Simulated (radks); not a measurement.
Species: Yb2+. Configuration: [Xe] 4f14 (the NIST ground configuration). All-electron calculation, scalar-relativistic Kohn-Sham, exchange-only B88, spin-unpolarised, spherical densities, finite nucleus; Fermi nuclear charge, rms radius 5.3108 fm. Program: a radial shooting solver on a logarithmic mesh with Libxc functionals. Some entries of the table are withheld. Estimate them.

orbital  occ.  eigenvalue (Ry)  <1/r> (bohr^-1)  r(max) (bohr)
1s          2        -4501.604            80.62        0.01237
2s          2        -763.5505            18.80        0.07058
2p          6        -673.2049            17.26        0.05755
3s          2        -172.8475            6.945         0.1994
3p          6        -145.6049            6.466         0.1966
3d         10        -112.3991            6.124            (1)
4s          2        -34.77847            2.935         0.4551
4p          6        -25.83481            2.678         0.4762
4d         10        -14.05652            2.367         0.4909
5s          2         -5.03372              (2)            (3)
5p          6         -3.01148           0.9022            (4)
4f         14         -1.20606            1.733         0.4831
6s          0              (5)           0.3833          2.911
5d          0         -0.92165           0.5166          1.892
6p          0         -0.74226           0.3016          3.703

Answer. 
(1) 3d r(max) (bohr): 0.1602
(2) 5s <1/r> (bohr^-1): 1.097
(3) 5s r(max) (bohr): 1.071
(4) 5p r(max) (bohr): 1.233
(5) 6s eigenvalue (Ry): -1.07854
